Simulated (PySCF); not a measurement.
## C3H4ClO2Si: g tensor and hyperfine couplings

C₃H₄ClO₂Si (doublet state).
Z-matrix (Å and degrees, GFN2-xTB geometry), rows numbered from 1:
```
Cl
C   1  1.7247
C   2  1.3062  1  124.26
O   3  1.3032  2  129.95  1   179.82
Si  4  1.6661  3  120.67  2     3.85
O   5  1.6235  4  104.44  3     2.18
C   6  1.3930  5  127.98  4   -14.56
H   5  1.4532  4  104.69  3  -115.88
H   5  1.4480  4  107.93  3   115.01
H   7  1.0982  2  108.99  1   -68.98
H   7  1.0965  2  108.69  1    49.55
```

Identity: `ClC1=[C]O[SiH2]OC1` [radical].

Level of theory: PySCF, UKS B3LYP, pcH-1 on C Cl H O Si, non-relativistic, mean-field spin-orbit, GIAO. Isolated species at its GFN2-xTB geometry (one conformer only). Couplings are sensitive to structure, and on GFN2-xTB geometries they can be far from those on DFT ones. The SCF solution wasn't tested for stability.

```
g1, g2, g3        : 2.00032, 2.00278, 2.00327
g_iso             : 2.00212
Form of g         : rhombic: the two nearest values differ by 17 % of g3 − g1
⟨S²⟩              : 0.7588 (exact 0.7500)
α and β electrons : 35, 34
Basis functions   : 235
```

Isotropic coupling and dipolar principal values T1 to T3, in MHz:

```csv
atom,isotope,a_iso,of which spin–orbit,T1,T2,T3,Mulliken spin population
Cl1,35Cl,8.3,0.2,-6.7,-2.5,9.2,0.01
C2,13C,22.0,-0.2,-25.1,-4.8,29.9,-0.12
C3,13C,509.6,-0.1,-75.9,-53.1,129.0,0.94
O4,17O,-116.7,0.0,-35.4,15.5,19.9,0.07
Si5,29Si,-33.9,0.1,-14.6,7.2,7.3,0.03
O6,17O,-3.0,0.0,-4.1,1.8,2.2,0.01
C7,13C,27.9,0.0,-6.5,-5.9,12.4,0.05
H8,1H,4.7,0.0,-2.0,-1.7,3.7,0.00
H9,1H,0.8,0.0,-2.0,-1.7,3.7,0.00
H10,1H,-5.9,0.0,-3.5,-1.0,4.5,0.00
H11,1H,3.6,0.0,-3.5,-0.8,4.3,0.00
```

Largest spin populations (Mulliken): C3 (+0.94), C2 (-0.12) and O4 (+0.07). C3 is the only atom above +0.15. The positive populations add up to 1.12 and the negative ones to -0.12, together 2S = 1.

Axes: g1 points within 3° of the C2–C3 bond.

Under fast tumbling the dipolar parts average out, and these isotropic splittings remain: 1 × 35Cl (Cl1, I = 3/2, 4 lines) with 0.30 mT, 2 × 1H (H8/H9, I = 1/2, 3 lines) with 0.10 mT and 2 × 1H (H10/H11, I = 1/2, 3 lines) with 0.04 mT.

Class means assume fast exchange of nuclei equivalent by connectivity; if that motion is slow, each nucleus keeps its own coupling. The 1H value of -1.1 MHz is a mean of couplings from -5.9 to 3.6 MHz in this one geometry, not an average over conformers.

Main isotope only: 35Cl (natural samples also hold 24 % 37Cl, magnetic too, which adds its own pattern).

The 29Si coupling of Si5 (-33.9 MHz) shows only in satellite lines or after enrichment, since that isotope makes up about 4.7 % of natural silicon.

The 17O coupling of O4 (-116.7 MHz) shows only in satellite lines or after enrichment, since that isotope makes up about 0.038 % of natural oxygen.
